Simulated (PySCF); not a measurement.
# Worked example for 2,3-dihydrothiophene 1,1-dioxide: ionisation energy to the radical cation

Structure: `O=S1(=O)C=CCC1` (C4H6O2S).

These are calculated values, ωB97X-D3(BJ)/ma-def2-TZVP in PySCF (grid level 2) at geometries from PBE0-D3(BJ)/def2-SVP. The prefix ma- adds one diffuse s and one diffuse p function on all atoms but H. ωB97X-D3(BJ) is ωB97X-V with D3(BJ) in place of VV10. Zero-point energies come from unscaled PBE0-D3(BJ)/def2-SVP harmonic frequencies.

| state | structure | E / Eh |
| --- | --- | --- |
| parent | parent | -704.890336 |
| radical cation | parent | -704.506352 |
| radical cation | radical cation | -704.520382 |
| parent | radical cation | -704.860312 |

Zero-point energy of the radical cation less that of the parent: -0.055 eV. 1 Eh = 27.2114 eV.

Q: Work out the vertical and adiabatic ionisation energy.

A: Vertical: (-704.506352) − (-704.890336) = 0.383984 Eh = 10.45 eV. Adiabatic: 0.369954 Eh = 10.067 eV, and 10.01 eV with zero-point energy.

Q: And the inner reorganisation energy of self-exchange?

A: The radical cation relaxes by 381.8 meV and the parent by 817.0 meV, so λ = 1199 meV.

Note: O1 and O3 are equivalent in the parent, but the relaxed radical cation is symmetry-broken, which is often an artefact of the method; its spin populations, distances and adiabatic value belong to that structure.
